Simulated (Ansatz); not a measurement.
System: sum formula H2GeO2 (charge +1, doublet). 
Structure (B3LYP-D3(BJ)/def2-TZVP (Ansatz, an electronic-structure program) minimum search):
```
Ge
O 1 1.7337
H 2 0.9732 1 120.52
O 1 1.7337 2 108.18 3 -180.00
H 4 0.9732 1 120.52 2 -180.00
```
Charge +1, spin multiplicity 2.

Basis-set convergence of Hartree-Fock and CCSD(T) correlation energies (hartree) with Ansatz. Valence correlation only, unless marked. UHF or UKS for open shells. No spin-orbit coupling. The frozen core is the preceding noble-gas configuration, with the filled d and f shells of earlier blocks. No relativistic terms.

```
basis    functions        E(HF)  E(corr, CCSD(T))
-------  ---------  -----------  ----------------
cc-pVDZ         65  -2225.95651          -0.47074
cc-pVTZ        131          ___               ___
```

What belongs in the gaps?


- cc-pVTZ, E(HF): -2226.09306
- cc-pVTZ, E(corr, CCSD(T)): -0.59031
